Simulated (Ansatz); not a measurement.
Start from `O[SiH](O)C[SiH](F)F` and change one atom or group to get `F[SiH](F)[CH2][GeH3]`.

Ansatz, PBE0-D4/def2-TZVP geometries, multiplicity 1. Each molecule was computed in one conformer, which needn't be the lowest.

Scalar relativity is left out up to krypton.

| property | `O[SiH](O)C[SiH](F)F` |
| --- | --- |
| size of the dipole moment (ωB97M-V/def2-TZVPP) / D | 2.84 |
| LUMO energy (PBE0/def2-TZVPP) / eV | 0.33 |
| HOMO–LUMO gap (PBE0/def2-TZVPP) / eV | 9.08 |
| HOMO–LUMO gap (PBE/def2-TZVPP) / eV | 6.76 |
| size of the dipole moment (PBE/def2-TZVPP) / D | 2.66 |
| HOMO–LUMO gap (B3LYP/def2-TZVPP) / eV | 8.58 |

(1) Give the same properties after the change, and the shifts. (Estimate.)

Answers

(1) Computed: 
```csv
property,`F[SiH](F)[CH2][GeH3]`,shift
size of the dipole moment (ωB97M-V/def2-TZVPP) / D,2.01,-0.83
LUMO energy (PBE0/def2-TZVPP) / eV,0.43,0.10
HOMO–LUMO gap (PBE0/def2-TZVPP) / eV,9.50,0.42
HOMO–LUMO gap (PBE/def2-TZVPP) / eV,7.28,0.52
size of the dipole moment (PBE/def2-TZVPP) / D,1.93,-0.73
HOMO–LUMO gap (B3LYP/def2-TZVPP) / eV,9.02,0.44
```

With PBE0 the HOMO falls by 0.32 eV and the LUMO rises by 0.10 eV, so the gap widens by about 0.42 eV. PBE moves the HOMO by -0.40 eV and ωB97M-V by -0.29 eV. Dipoles are sizes alone; their direction can turn.

B3LYP here is the variant with VWN-RPA as its local correlation; programs differ in this.
